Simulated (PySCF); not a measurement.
## Electronic absorption of C4H10OSi

C₄H₁₀OSi.
Atom-mapped SMILES: `[CH3:1][C@@H:2]1[CH2:3][CH2:4][O:5][SiH2:6]1` (hydrogens: H7, H8, H9 on C1; H10 on C2; H11, H12 on C3; H13, H14 on C4; H15, H16 on Si6)

Geometry (PBE0-D3(BJ)/def2-SVP, Å), atoms numbered from 1 in this order:
```
atom  x, y, z in Å
C1    -2.0725   -0.8920   -0.1709
C2    -0.6475   -0.4390   -0.4537
C3     0.4355   -1.2858    0.2374
C4     1.7424   -0.4937    0.2308
O5     1.4620    0.8613    0.5328
Si6   -0.1178    1.2826    0.1385
H7    -2.3002   -0.8425    0.9065
H8    -2.2378   -1.9332   -0.4940
H9    -2.8134   -0.2660   -0.6919
H10   -0.4649   -0.4621   -1.5447
H11    0.5633   -2.2709   -0.2427
H12    0.1319   -1.4745    1.2829
H13    2.4577   -0.8824    0.9731
H14    2.2279   -0.5625   -0.7621
H15   -0.1578    2.3447   -0.9112
H16   -0.8551    1.7681    1.3450
```

Level of theory: TDDFT B3LYP/def2-SVPD, vertical, gas phase, core orbitals frozen in the response in PySCF.

Q: List the vertical singlet excitations with oscillator strengths and describe the spectrum.

A: 

| state | E (eV) | λ (nm) | ν̃ (cm⁻¹) | f | \|μ\| (D) | main configurations (H = HOMO, L = LUMO) |
| --- | --- | --- | --- | --- | --- | --- |
| S1 | 6.60 | 187.9 | 53220 | 0.0025 | 0.32 | H→L (89%), H→L+1 (8%) |
| S2 | 6.96 | 178.1 | 56160 | 0.0070 | 0.51 | H-1→L (77%), H→L+1 (18%) |
| S3 | 6.98 | 177.6 | 56300 | 0.019 | 0.84 | H→L+1 (71%), H-1→L (20%) |
| S4 | 7.25 | 171.0 | 58480 | 0.015 | 0.73 | H-1→L+1 (96%) |
| S5 | 7.77 | 159.5 | 62700 | 0.0034 | 0.34 | H→L+2 (78%), H→L+3 (14%) |
| S6 | 7.86 | 157.8 | 63370 | 0.012 | 0.64 | H-2→L (88%) |
| S7 | 7.87 | 157.6 | 63460 | 0.0062 | 0.46 | H→L+4 (44%), H→L+3 (32%), H→L+2 (12%) |
| S8 | 7.94 | 156.1 | 64050 | 0.021 | 0.83 | H→L+4 (48%), H→L+3 (44%) |
| S9 | 8.01 | 154.8 | 64620 | 0.0029 | 0.31 | H→L+5 (73%), H-1→L+2 (17%) |
| S10 | 8.09 | 153.3 | 65230 | 0.076 | 1.58 | H-1→L+2 (55%), H→L+5 (16%), H-2→L+1 (15%) |

Triplets (Tamm–Dancoff): T1 6.34 eV, H→L (88%); T2 6.61 eV, H-1→L (93%); T3 6.84 eV, H→L+1 (88%); T4 7.07 eV, H-1→L+1 (92%).

The lowest singlet comes at 188 nm (637 kJ/mol) in the vacuum ultraviolet; it is very weak; its leading configuration is HOMO→LUMO (89%). The strongest level in the table is S10 at 8.09 eV (153 nm, f = 0.076). It is the last of those listed, so stronger ones may follow. Löwdin shares by element: HOMO oxygen 50%, carbon 12% or more, silicon 10%, hydrogen 7% or more (atoms not listed hold the other 21%); LUMO silicon 30%, hydrogen 22% or more, carbon 10% or more (atoms not listed hold the other 38%). The listed states span 1.49 eV, and the widest gap between neighbours is 0.52 eV (S4 to S5). Of the 10 states listed, 5 reach f = 0.01 and none stays under 0.0005. Orbital energies (eV): HOMO-3 -9.06, HOMO-2 -8.73, HOMO-1 -7.86, HOMO -7.56, LUMO 0.09, LUMO+1 0.31, LUMO+2 1.05. All these states lie below the vertical ionisation energy of 9.73 eV (ΔSCF). The window holds the lowest 10 singlets.

On an Arm Neoverse V2 with one thread, shared host with 96 logical CPUs at a one-minute load of 26, this took 2.4 min wall and 0.99 GiB of memory at its peak.

One conformer stands for the species.

Without π bonds the low states are Rydberg-like; a valence basis with one diffuse set may place them up to an eV too high.
